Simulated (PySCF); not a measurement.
**Static response to an electric field**

C2F4O.
SMILES with atom numbers: `[O:1]=[C:2]([F:3])[C:4]([F:5])([F:6])[F:7]`

Structure used (PBE0-D3(BJ)/def2-SVP), in Å, numbered top down from 1:
```xyz
7
C2F4O angstrom
O      1.329    0.734   -1.131
C      0.756   -0.087   -0.514
F      1.122   -1.356   -0.450
C     -0.513    0.128    0.326
F     -0.289   -0.245    1.581
F     -1.505   -0.605   -0.167
F     -0.861    1.398    0.304
```

Level: wB97X-D/def2-SVPD (PySCF), static field, nuclei fixed, core orbitals frozen in the response. The polarisability tensor in these axes (au):

```
x   30.90  0.84 -3.27
y    0.84 33.17 -2.30
z   -3.27 -2.30 29.46
```

Give the principal values, the mean and the anisotropy Δα = √{½[(α1 − α2)² + (α2 − α3)² + (α1 − α3)²]}.

Principal values 26.57, 31.42 and 35.54 au; mean 31.18 au = 4.62 Å³ = 5.14 × 10⁻⁴⁰ C²·m²/J; Δα = 7.78 au (25 % of the mean).

What is the dipole moment, and where does it point?

(-0.39, -0.50, 0.42) D, 0.76 D in size, pointing from the negative to the positive side. Measured along this direction, the outermost atoms are O1 at the negative end and F5 and F6 at the positive end.

Along which axes do the principal values lie, and how far do the nuclei extend along each?

Largest value along (0.50, 0.69, -0.53), where the nuclei span 2.91 Å; middle along (-0.66, 0.69, 0.29), 3.44 Å; least along (0.56, 0.21, 0.80), 2.16 Å. The strongest response doesn't lie along the longest of the three spans.

How large is μ²/3kT at 350 K beside α?

In Gaussian units μ²/3kT = 3.99 Å³ against 4.62 Å³, a ratio of 0.86; the Debye molar polarisation (4π/3)N_A(α + μ²/3kT) is 21.7 cm³/mol, leaving out the vibrational part.

Give the eigenvalues of the traceless quadrupole moment Θ = ½Σq(3rr − r²1), origin at the centre of nuclear charge.

-3.85, 0.33, 3.52 D·Å. The values depend on the origin, since the dipole doesn't vanish. The electronic extent ⟨r²⟩ about the same centre is 578 bohr², a root-mean-square distance of 1.70 Å for the 56 electrons.

Refractivity n − 1 of an ideal gas of it at 350 K and 1 atm, from the electronic α?

N = p/kT = 2.0968 × 10¹⁹ cm⁻³, so n − 1 = 2π × N × 4.62 × 10⁻²⁴ cm³ = 609 × 10⁻⁶ at long wavelengths.

What depolarisation ratio follows for Rayleigh scattering of linearly polarised light, taking the static tensor?

ρ = 3Δα²/(45ᾱ² + 4Δα²) = 181.5/(43735 + 242.0) = 0.00413.

Geometry: PBE0-D3(BJ)/def2-SVP; no solvent, vibrations or thermal averaging.

These values come from a run that also computed excited states and ΔSCF ions. The run took 36 s of wall time on one thread of an Intel Xeon Platinum 8559C (shared host), and the process peaked at 0.73 GiB of memory.
